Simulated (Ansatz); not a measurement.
`O[B](F)[GeH2][SiH3]` + `O[SiH3]` → `OB(F)O[SiH3]` + `[SiH3][GeH3]`  (cleavage of the B–Ge bond)

Program: Ansatz. Geometries: PBE0-D4/def2-TZVP. ΔE: electronic, gas phase. CCSD(T)/CBS adds triple-zeta CCSD(T) − MP2 to the extrapolated MP2 energy (def2 sets, frozen cores). DFT in def2-TZVPP. B3LYP here is the variant with VWN-RPA as its local correlation; programs differ in this. For Ge outer-core shells are correlated without core-valence functions, which leaves a few kJ/mol of doubt a bond. Scalar relativity is left out up to krypton. Each species was taken in one conformer, which may not be the lowest.

(1) Is it downhill or uphill in electronic energy at CCSD(T)/CBS, and by how much? (An estimate is asked.)

(2) What do these levels give: PBE-D4, r2SCAN-D4, B3LYP-D4, PBE, PBE0, B3LYP? (Estimate.)

Largest T1 diagnostic among the species: 0.013.

Answers

(1) The calculation gave: Downhill: ΔE = -32.2 kcal/mol.

(2) Ansatz gave: PBE-D4 -29.2, r2SCAN-D4 -32.9, B3LYP-D4 -33.6, PBE -29.3, PBE0 -31.7, B3LYP -33.7 kcal/mol.

From PBE to PBE0 (25 % exact exchange), in def2-TZVPP and without D4, ΔE moves by −2.4 kcal/mol. In def2-TZVPP, CCSD(T) changes the Hartree–Fock value by +7.4 kcal/mol (the triples alone add +1.1 kcal/mol) and MP2 by +7.6 kcal/mol.
